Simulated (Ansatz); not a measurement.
Consider the ligand exchange at a Zn–N bond: `C[NH][ZnH]` + HBr → `[ZnH][Br]` + CH₃NH₂.

Isolated molecules relaxed with PBE0-D4/def2-TZVP in Ansatz; ΔE leaves out vibrations. CCSD(T)/CBS is the MP2 limit (def2-TZVPP, def2-QZVPP) plus CCSD(T) − MP2 in def2-TZVPP, frozen cores. For Br, Zn outer-core shells are correlated without core-valence functions, which leaves a few kJ/mol of doubt a bond. Scalar relativity is left out up to krypton.

| species | CCSD(T)/CBS(def2) energy (Eh) |
| --- | --- |
| `C[NH][ZnH]` | -1874.12279 |
| HBr | -2573.91920 |
| `[ZnH][Br]` | -4352.34557 |
| CH₃NH₂ | -95.75281 |

Task: Work out ΔE.

Result: ΔE = (-4352.34557) + (-95.75281) − (-1874.12279) − (-2573.91920) = -0.05639 Eh = -1.53 eV.

Largest T1 diagnostic among the species: 0.015.

Leaving LDA and LC-ωPBE aside and taking each functional with its dispersion term where it has one, the values, not all of them listed here, spread over 0.27 eV, from BHLYP-D4 to BLYP-D4. LDA lies +0.12 eV from PBE without D4. From r2SCAN to r2SCAN0 (25 % exact exchange), in def2-TZVPP and without D4, ΔE moves by −0.10 eV. The D4 term adds +0.03 eV with B3LYP and +0.02 eV with PBE0; it sums over pairs of atoms, weighted by their polarisabilities, and B3LYP, whose exchange is more repulsive, gets the larger term.

B3LYP here is the variant with VWN-RPA as its local correlation; programs differ in this.
